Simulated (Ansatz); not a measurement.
Gas-phase electronic energies from Ansatz, PBE0-D4/def2-TZVP geometries. CBS: MP2 limit from def2 TZ/QZ plus the TZ coupled-cluster correction, frozen cores. DFT in def2-TZVPP. B3LYP here is the variant with VWN-RPA as its local correlation; programs differ in this. One conformer a species, not always the lowest.

Consider the redistribution: `C=C(Cl)[SiH2][SiH3]` + `[SiH3][BH][AlH][SiH3]` → `[SiH3]B[SiH2][SiH3]` + `C=[C](Cl)[AlH][SiH3]`.

Is it downhill or uphill in electronic energy at CCSD(T)/CBS, and by how much? (Best estimate.)

The calculation gave: Downhill: ΔE = -25.3 kJ/mol.

What do these levels give: PBE-D4, r2SCAN-D4, ωB97X-V, B2PLYP, PBE0, B3LYP, HF/def2-TZVPP, CCSD(T)/def2-TZVPP, HF/def2-QZVPP, SCS-MP2/def2-QZVPP, HF/CBS(def2), CCSD/CBS(def2)? (Best estimate.)

Computed: PBE-D4 -27.1, r2SCAN-D4 -27.9, ωB97X-V -23.9, B2PLYP -25.8, PBE0 -24.9, B3LYP -24.5, HF/def2-TZVPP -18.0, CCSD(T)/def2-TZVPP -25.3, HF/def2-QZVPP -18.0, SCS-MP2/def2-QZVPP -24.1, HF/CBS(def2) -18.0, CCSD/CBS(def2) -23.4 kJ/mol.

Largest T1 diagnostic among the species: 0.015.

In def2-TZVPP, CCSD(T) changes the Hartree–Fock value by −7.3 kJ/mol (the triples alone add −1.9 kJ/mol) and MP2 by −8.9 kJ/mol.
